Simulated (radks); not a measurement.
Spherical jellium clusters: N electrons in a uniform positive sphere of charge N and radius rs N^(1/3), rs = 2.39 bohr. Calculated with a radial shooting solver with Libxc functionals: non-relativistic Kohn-Sham, PBE, spin-polarised, spherical densities. Levels are named by radial order and angular momentum (1s, 1p, 1d, 2s, ...), and open shells are averaged over m.

N = 26, configuration 1s2 1p6 1d10 2s2 1f(up 6, down 0). This is the lowest configuration that the search found. Occupied and some empty levels:

| level | occupation | eigenvalue (eV) | <r> (bohr) |
|---|---|---|---|
| 1s up | 1 | -10.230 | 4.270 |
| 1s down | 1 | -10.021 | 4.023 |
| 1p up | 3 | -8.2994 | 5.180 |
| 1p down | 3 | -7.8485 | 4.992 |
| 1d up | 5 | -5.9788 | 5.845 |
| 1d down | 5 | -5.3534 | 5.730 |
| 2s up | 1 | -5.1500 | 5.036 |
| 2s down | 1 | -4.7287 | 5.125 |
| 1f up | 6 | -3.3669 | 6.487 |
| 1f down | 0 | -2.6425 | 6.465 |
| 2p up | 0 | -2.4228 | 6.554 |
| 2p down | 0 | -2.0304 | 6.656 |
| 1g up | 0 | -0.62872 | 7.412 |

Energy (eV): total -25.4499, kinetic 116.46, external -3026.5, Hartree 1472.7, exchange-correlation -147.00, background 1558.8.
